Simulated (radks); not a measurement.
Results of a calculation; reference values are marked as such.
Question: The terbium ion Tb5+ is in [Xe] 4f6. Code: a radial shooting solver on a logarithmic mesh with Libxc functionals. Model: scalar-relativistic Kohn-Sham, PBE, spin-polarised, spherical densities, finite nucleus; Fermi nuclear charge, rms radius of each element as measured or else 0.836 A^(1/3) + 0.57 fm. Open shells are filled with parallel spins first. One electron is removed from 5s, 4f, 4d, 5p in turn, with full relaxation. Which removal costs least, and what does each cost?

Answer: 4f 90.883 eV; 5p 91.189 eV; 5s 117.63 eV; 4d 233.19 eV. The 4f electron leaves first.
